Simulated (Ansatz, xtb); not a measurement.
Relaxing a trial structure of CH5F2NSi

The starting geometry of this gas-phase singlet was built from a drawn formula by distance geometry and a force field; its bonds are those of `F[C-](F)[NH2+][SiH3]`.

```xyz
10

C    -0.0857    2.0989   -0.0710
F    -0.6787    2.2824    1.1152
F     1.1353    2.5861   -0.2581
N    -0.8584    1.6870   -1.1369
Si   -0.7334   -0.0266   -1.3063
H    -0.4903    2.1146   -2.0025
H    -1.8492    1.9092   -0.9964
H    -1.2456   -0.6209   -0.0662
H     0.6954   -0.3204   -1.5391
H    -1.5128   -0.3786   -2.4924
```

Q: Predict what becomes of its bonds when it is optimised with r2SCAN-D4/def2-SVP.

A: It rearranges to `NC(F)(F)[SiH3]`. Contacts that open: N4–Si5 (1.73 → 2.81 Å). Contacts that close: C1–Si5 (2.54 → 1.93 Å).

The energy falls by 5.12 eV over 24 steps:

| step | E − E(last) (eV) |
| --- | --- |
| 1 | 5.122 |
| 4 | 2.171 |
| 6 | 2.031 |
| 9 | 1.633 |
| 11 | 0.705 |
| 14 | 0.338 |
| 16 | 0.220 |
| 19 | 0.019 |
| 21 | 0.001 |
| 24 | 0.000 |

Final geometry (Å):

```xyz
10

C    -0.6636    1.5931   -0.4307
F    -1.6608    1.6595    0.5070
F     0.4892    1.9971    0.2579
N    -0.9956    2.4673   -1.4759
Si   -0.4014   -0.2362   -0.9730
H    -0.2726    2.4855   -2.1925
H    -1.1386    3.4150   -1.1194
H     0.0528   -1.0101    0.2132
H     0.6459   -0.2533   -2.0366
H    -1.6787   -0.7862   -1.5037
```

From the same start GFN2-xTB reaches the same bonding as this run.

The end wasn't checked by frequencies. Run with Ansatz 0.2.0, 48 s on 2 threads of Arm Neoverse V2 (shared host).
